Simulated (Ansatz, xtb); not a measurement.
# C6H7NS: which of two isomers lies lower

Structure X: `C=Cc1nc(C)cs1`, a singlet. Structure Y: `C=Cc1csc(C)n1`, a singlet. Both are isolated molecules in the gas phase, relaxed with r2SCAN-D4/def2-SVP, each in the lowest conformer that the search found.

Estimate E(Y) − E(X) at the level CCSD(T)/def2-SVP + ΔMP2/def2-TZVPP.

CCSD(T)/def2-SVP + ΔMP2/def2-TZVPP gives E(Y) − E(X) = −0.025 eV, slightly favouring structure Y, which is too small a margin to settle the true order.

How the difference moves with the method:

```tsv
level	geometry	E(Y) − E(X) (eV)	departure from the last row (eV)	job, with rough time for the two
GFN2-xTB	GFN2-xTB	+0.015	+0.040	optimisation, 0.17 s
HF/STO-3G	GFN2-xTB	−0.037	−0.011	single point, 0.74 s
r2SCAN-D4/def2-SVP//GFN2-xTB	GFN2-xTB	−0.013	+0.012	single point, 5.2 s
r2SCAN-D4/def2-SVP	r2SCAN-D4/def2-SVP	−0.013	+0.012	optimisation, 41 s
HF/def2-SVP	r2SCAN-D4/def2-SVP	−0.055	−0.030	part of the CCSD(T) run
MP2/def2-SVP	r2SCAN-D4/def2-SVP	−0.016	+0.010	part of the CCSD(T) run
CCSD(T)/def2-SVP	r2SCAN-D4/def2-SVP	−0.032	−0.007	single point
CCSD(T)/def2-SVP + ΔMP2/def2-TZVPP	r2SCAN-D4/def2-SVP	−0.025		single point, 2 min
```

As drawn, both hold the same kinds of bond in the same numbers.

The largest departure from CCSD(T)/def2-SVP + ΔMP2/def2-TZVPP is that of GFN2-xTB, 0.040 eV. The last row adds to CCSD(T) the change of the MP2 difference between the two basis sets, here +0.007 eV.

With thermal terms from frequencies at re-optimised GFN2-xTB minima (ideal gas, soft modes damped towards free rotors, one conformer each, 298.15 K, 1 atm): on the last row, ΔE + ΔZPE = −0.026, ΔH = −0.027, ΔG = −0.025 eV.

The correlated steps freeze 12 core orbitals. Codes used: Ansatz 0.2.0, xtb 6.7.1; the last row on 2 threads of Intel(R) Xeon(R) Platinum 8375C CPU @ 2.90GHz (Ice Lake) on a shared host.
